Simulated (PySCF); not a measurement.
Values are calculated unless marked as measured or tabulated.
## CH8BSi2

The system: CH8BSi2, a small molecule (built as: end group CH2); neutral, doublet. The structure, one conformer, was relaxed in the gas phase by PBE0-D3(BJ)/def2-SVP. No frequency run checks that it is a minimum.

SMILES: [CH2]B([SiH3])[SiH3]

```csv
atom,x (Å),y (Å),z (Å)
Si1,1.549,-0.930,-0.259
B2,0.025,0.309,0.226
Si3,-1.781,-0.151,-0.566
C4,0.214,1.488,1.114
H5,1.445,-1.410,-1.675
H6,2.900,-0.311,-0.064
H7,1.457,-2.135,0.629
H8,-1.806,0.361,-1.975
H9,-2.925,0.469,0.176
H10,-1.997,-1.633,-0.625
H11,1.098,2.139,1.069
H12,-0.515,1.789,1.878
```

EPR values by unrestricted B3LYP, IGLO-III on B C Si, pcH-1 on H.

**Question.** Predict g and the largest hyperfine couplings. Where does the spin sit?

**Answer.** g = 2.0020, 2.0024, 2.0031. The spin sits on C4 (71 %, bonded to 1 B + 2 H) by Mulliken populations.
| atom | isotope | isotropic (MHz) | dipolar, principal values (MHz) |
| --- | --- | --- | --- |
| C4 | 13C | 36.6 | -51.4, -51.3, 102.7 |
| Si3 | 29Si | -55.2 | -14.4, 6.5, 7.9 |
| Si1 | 29Si | -54.8 | -14.3, 6.5, 7.8 |
| B2 | 11B | -15.4 | -23.9, -8.5, 32.4 |
| H10 | 1H | 36.5 | -2.1, -0.6, 2.7 |
| H5 | 1H | 36.0 | -2.0, -0.6, 2.7 |

**Question.** How do the isotropic couplings move with BHandHLYP?

**Answer.** C4 36.6 to 56.3 MHz, Si3 -55.2 to -49.8 MHz, Si1 -54.8 to -49.5 MHz, B2 -15.4 to -24.7 MHz.
